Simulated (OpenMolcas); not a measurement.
# Re3+: moving or changing the point charges

Re3+ among 4 point charges of -2 e arranged as a tetrahedron (Td), 2.07 Å from the ion.
```
   1.1951    1.1951    1.1951  -2.00
   1.1951   -1.1951   -1.1951  -2.00
  -1.1951    1.1951   -1.1951  -2.00
  -1.1951   -1.1951    1.1951  -2.00
```

- Program: OpenMolcas 26.06
- Method: CASSCF
- Basis: ANO-RCC-VDZP [7s6p4d2f1g]
- Scalar Hamiltonian: DKH2, point nucleus
- Active space: 4 electrons in 5 orbitals (5d)
- State averaging: 2S+1 = 5 even, 5 roots; 2S+1 = 3 even, 45 roots; 2S+1 = 1 even, 50 roots
- Spin-orbit coupling: state interaction with AMFI integrals over the reference wave functions

Runs around this geometry, states (labels of Td). Energies in cm-1 above the lowest state or level, χT in cm3 K/mol; under a threefold ground state the first gap can be a small split of the lowest multiplet, not the spin-orbit step; 10Dq and B are least-squares fits to the states below 45000 cm-1, weighted by degeneracy, with a free offset, and given where the rms deviation is under 5 % of |10Dq| (or 100 cm-1) and under 700 cm-1; 10Dq is negative for this site.

| R (Å) | q (e) | Ground state | First state of that spin | 10Dq | B (rms of fit) | First gap with spin-orbit (degeneracies) | χT at 300 K | First state of another spin |
| --- | --- | --- | --- | --- | --- | --- | --- | --- |
| 2.07 | -1 | 5T2 | 5E 2619 | -2746 | 766 (65) | 2940 (1, 3) | 0.095 | 3T1 14290 |
| 1.98 | -2 | 5T2 | 5E 4624 |  |  | 2592 (1, 3) | 0.130 | 3T1 12413 |
| 2.07 | -2 | 5T2 | 5E 4073 |  |  | 2704 (1, 3) | 0.118 | 3T1 12946 |
| 2.29 | -2 | 5T2 | 5E 2912 |  |  | 2873 (1, 3) | 0.101 | 3T1 14030 |

Taking the first state of the same spin as R^-n, n = -ln(2912 / 4624) / ln(2.29 / 1.98) = 3.2 between the shortest and longest distance.

Scaling the charges by -1 / -2 = 0.50 scales the first state of the same spin by 2619 / 4073 = 0.64; with fixed orbitals a first-order splitting would follow the charge.

Without dynamic correlation the repulsion within the d shell is too large (B by tens of per cent), so at a given field states of lower spin stand too high. Point charges give a weaker field than real ligands, and real ions of this kind are as a rule low spin; the high spin found here belongs to the model. The ground term spreads over less than 5000 cm-1, several times less than with real ligands, so orbital moments are less quenched and χT lies further from the spin-only value than at real sites. Spin-orbit coupling mixes the spin-free states strongly: the lowest level takes only 53 % from its leading state, 5T2 (figures for R = 2.07, q = -1; the like holds for R = 1.98, q = -2, R = 2.07, q = -2, R = 2.29, q = -2). This is an electrostatic model: the charges have no orbitals. No measured value stands beside these numbers.
